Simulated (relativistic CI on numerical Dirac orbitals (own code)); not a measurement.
Method of calculation: Dirac-Coulomb-Breit CI, KLI orbitals optimised for each configuration, model QED, unscaled Slater integrals (own radial code, finite nucleus).

Configurations in the expansion (outside the closed core [Ne]): 3s²3p⁶3d⁶, 3s²3p⁵3d⁷, 3s²3p⁴3d⁸, 3s3p⁶3d⁷, 3s²3p⁶3d⁵4s, 3s²3p⁶3d⁵4p, 3p⁶3d⁸, 3s²3p⁶3d⁵4d, 3s²3p⁶3d⁴4s², 3s3p⁵3d⁸, 3s²3p⁶3d⁴4s4p, 3s²3p⁶3d⁵4f, 3s²3p⁶3d⁵5s, 3s²3p⁶3d⁴4p², 3s²3p⁶3d⁵5p, 3s²3p⁵3d⁶4s, 3s²3p⁶3d⁴4s4d, 3s²3p⁶3d⁵5d, 3s²3p⁶3d⁴4p4d, 3s²3p⁴3d⁷4s, 3s²3p⁵3d⁶4p, 3s²3p⁶3d⁵5f, 3s²3p⁶3d⁵5g, 3s²3p⁶3d⁵6s, 3s²3p⁵3d⁵4s², 3s²3p⁶3d⁵6p, 3s²3p⁶3d⁵6d, 3s3p⁶3d⁶4s, 3s3p⁵3d⁷4s, 3s3p⁶3d⁵4s², 3s3p⁶3d⁶4p, 3p⁶3d⁷4s, 3s3p⁶3d⁶5s, 3s3p⁶3d⁶6s. Levels of other configurations are missing.

At this charge energies of transitions that change n are usually good to better than 1 %, and those within a shell (Δn = 0) to a few per cent. Terms inside the open d or f shell come out 10 to 20 % too wide with unscaled integrals.

Outline of the computed level scheme of Br XII. Lowest level of each configuration: 3s²3p⁶3d⁶ ⁵D4 at 0.000 eV; 3s²3p⁵3d⁷ ⁵G°6 at 102.587 eV.

Some strong electric-dipole decays among the lowest 45 levels: 3s²3p⁵3d⁷ ⁵F°5 → 3s²3p⁶3d⁶ ⁵D4 (4.5e+10 s⁻¹); 3s²3p⁵3d⁷ ³D°3 → 3s²3p⁶3d⁶ ³P2 (1.2e+10 s⁻¹); 3s²3p⁵3d⁷ ³D°2 → 3s²3p⁶3d⁶ ⁵D1 (7.5e+09 s⁻¹); 3s²3p⁵3d⁷ ⁵D°4 → 3s²3p⁶3d⁶ ⁵D3 (5.3e+09 s⁻¹); 3s²3p⁵3d⁷ ⁵G°3 → 3s²3p⁶3d⁶ ⁵D2 (5.2e+09 s⁻¹); 3s²3p⁵3d⁷ ⁵G°4 → 3s²3p⁶3d⁶ ⁵D3 (3.5e+09 s⁻¹); 3s²3p⁵3d⁷ ⁵G°2 → 3s²3p⁶3d⁶ ⁵D1 (3.1e+09 s⁻¹); 3s²3p⁵3d⁷ ⁵G°5 → 3s²3p⁶3d⁶ ⁵D4 (2.6e+09 s⁻¹).

LS names give the leading component of a level, which can be under half, so a name can repeat, a term be missing and a line seem to break the LS rules.
